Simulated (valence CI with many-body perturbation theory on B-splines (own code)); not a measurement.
**Valence orbitals of Tc37+**

Method: relativistic CI+MBPT: four valence electrons over a frozen Dirac-Fock core [He], a basis of 11 s, 11 p, 9 d, 7 f, 5 g, 2 h, 1 i functions for each j, with the one-electron correlation potential Σ1 (screened to all orders), the two-electron term Σ2, the three-electron term Σ3, Breit, model QED; selected single and double excitations, second order for the rest (own B-spline code, finite nucleus).

The last digits are not significant, and no measured levels were compared; by estimate large intervals hold to a few tenths of a per cent, small ones and those within an open d or f shell to about a per cent. Among the levels kept, up to 290 cm⁻¹ of a level comes from second order outside the variational space, and about a tenth of that is noise between levels of different J, which matters for small intervals.

These are the spectroscopic orbitals of the CI (the correlating ones are not listed), shaped by the core and the other valence electrons. h is the expectation value of the core's Dirac-Fock operator, without the valence repulsion; Σ1 is computed up to l = 3 at one energy for each symmetry, that of its lowest orbital but kept below the first core excitation, so for empty shells it is not the orbital's own correlation shift; Breit and QED include the response of the core.

```tsv
Orbital	h (hartree)	Σ1 (cm⁻¹)	Breit (cm⁻¹)	QED (cm⁻¹)	⟨r⟩ (bohr)
2s1/2	-220.89	-1259	20879	21156	0.1417
3s1/2	-96.759	-300	5773	6045	0.3288
4s1/2	-53.937	-116	2306	2461	0.5964
5s1/2	-34.323	-57.0	1155	1238	0.9419
2p1/2	-217.58	-3070	41303	-685	0.1195
3p1/2	-95.801	-671	11116	-225	0.3093
4p1/2	-53.539	-255	4466	-94.5	0.5792
5p1/2	-34.12	-125	2237	-48.1	0.9270
2p3/2	-212.35	-2599	16906	1463	0.1235
3p3/2	-94.255	-567	4509	379	0.3151
4p3/2	-52.89	-216	1937	152	0.5867
5p3/2	-33.789	-106	971	76.2	0.9364
3d3/2	-93.824	-258	380	-74.7	0.2684
4d3/2	-52.707	-109	207	-26.7	0.5421
5d3/2	-33.696	-56.0	110	-12.7	0.8940
3d5/2	-93.355	-243	123	140	0.2704
4d5/2	-52.509	-103	66.3	62.8	0.5445
5d5/2	-33.594	-52.6	33.6	33.0	0.8969
4f5/2	-52.437	-21.3	2.1	-23.0	0.4704
5f5/2	-33.56	-12.0	1.7	-11.5	0.8239
4f7/2	-52.34	-20.8	0.6	19.5	0.4717
5f7/2	-33.511	-11.7	0.5	10.4	0.8254
5g7/2	-33.499		0.0	-7.1	0.7216
5g9/2	-33.47		0.0	5.7	0.7225
```

Among the shells of the start configuration 2s2 2p2, Σ1 is largest in size for 2p1/2, where it is 0.0064 % of h.

Lowest root of each symmetry, sizes in configuration state functions:

| J | Parity | Roots | Reference | Variational | Second order | Change by selected CI (cm⁻¹) | Change by second order (cm⁻¹) |
| --- | --- | --- | --- | --- | --- | --- | --- |
| 0 | even | 13 | 38 | 23211 | 59933 | -17879 | -1 |
| 1 | even | 21 | 83 | 39999 | 165529 | -16806 | -23 |
| 2 | even | 23 | 93 | 39999 | 281541 | -18472 | -90 |
| 3 | even | 12 | 63 | 40000 | 295038 | -19862 | -132 |
| 4 | even | 5 | 31 | 39986 | 187543 | -14613 | -7 |
| 5 | even | 2 | 11 | 21891 | 101885 | -18573 | -12 |
| 0 | odd | 8 | 37 | 18503 | 50330 | -21132 | -1 |
| 1 | odd | 20 | 94 | 39999 | 192961 | -22158 | -15 |
| 2 | odd | 20 | 100 | 39998 | 283713 | -15235 | -63 |
| 3 | odd | 11 | 70 | 40000 | 267351 | -18857 | -62 |
| 4 | odd | 3 | 36 | 31072 | 186660 | -22129 | -20 |
